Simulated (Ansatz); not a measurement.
Coupled-cluster run, CH7BGeSe, SMILES `C[B]([GeH3])[SeH]`.

```yaml
crystal:
  periodic: [false, false, false]
  atoms:
    - {symbol: C, position_ang: [-0.073201, 1.139237, -0.964401]}
    - {symbol: B, position_ang: [-0.233386, -0.242089, -0.257937]}
    - {symbol: Ge, position_ang: [0.639291, -0.620903, 1.580534]}
    - {symbol: Se, position_ang: [-1.228542, -1.701512, -0.990349]}
    - {symbol: H, position_ang: [0.990910, 1.363262, -1.105225]}
    - {symbol: H, position_ang: [-0.449739, 1.935223, -0.310826]}
    - {symbol: H, position_ang: [-0.573383, 1.223695, -1.931504]}
    - {symbol: H, position_ang: [0.366198, -2.042715, 2.103950]}
    - {symbol: H, position_ang: [0.123961, 0.376373, 2.637622]}
    - {symbol: H, position_ang: [2.167862, -0.435468, 1.499530]}
    - {symbol: H, position_ang: [-1.664572, -1.051903, -2.240794]}
basis:
  gaussian: {orbitals: def2-TZVPP}
correlation: {method: ccsd_t}
```

```sh
$ ansatz run in.yaml --threads 4 --pin off --events-out ev --progress --plain --max-ram 10444MiB
```

The program prints (abridged):

```
Functional definition: HF
1553 factors; integrals over basis functions are off by at most 9.4e-4 eV
mean field evaluation 1: about -123587.8647 eV, gradient 2.9e1 eV
mean field evaluation 2: about -123588.0229 eV, gradient 2.9e1 eV
mean field evaluation 4: about -123590.7539 eV, gradient 3.4e0 eV
mean field evaluation 8: about -123590.8092 eV, gradient 2.4e-1 eV
mean field -123590.80957709 eV, -4541.8784790984 hartree, gradient 2.1e-6 eV, S^2 0.000000; 0 other end points of the search recorded, 0 dependent functions left out
20 core orbitals not correlated: weight in the atoms' cores, before any rotation towards them, 1.000 or more for the frozen orbitals, at most 0.000 for the correlated occupied ones
reference -123590.80957709 eV, -4541.8784790984 hartree; 22, 22 occupied and 214, 214 virtual orbitals, 1553 factors
second order -22.37445679 eV of doubles, -0.00000000 eV of singles
cycle   1  -22.69503164 eV  change   -3.2e-1 eV  update   1.1e-1
cycle   2  -23.39300897 eV  change   -7.0e-1 eV  update   3.3e-2
cycle   3  -23.48686598 eV  change   -9.4e-2 eV  update   1.8e-2
cycle   4  -23.46974892 eV  change    1.7e-2 eV  update   5.4e-3
cycle   5  -23.46979813 eV  change   -4.9e-5 eV  update   2.8e-3
cycle   6  -23.46933866 eV  change    4.6e-4 eV  update   9.3e-4
cycle   7  -23.46925122 eV  change    8.7e-5 eV  update   3.6e-4
cycle   8  -23.46944528 eV  change   -1.9e-4 eV  update   1.0e-4
cycle   9  -23.46946382 eV  change   -1.9e-5 eV  update   3.4e-5
perturbative correction -0.90735910 eV, -0.0333448319 hartree
Total energy: -123615.18640001 eV, -4542.7743108176 hartree
```

Run time 5.5 min (4 threads of an Arm Neoverse V1 on a shared host); peak host memory 5.9 GiB.

The correlation energy is -24.377 eV, 3.7 % of it from (T); the T1 diagnostic reads 0.0125.
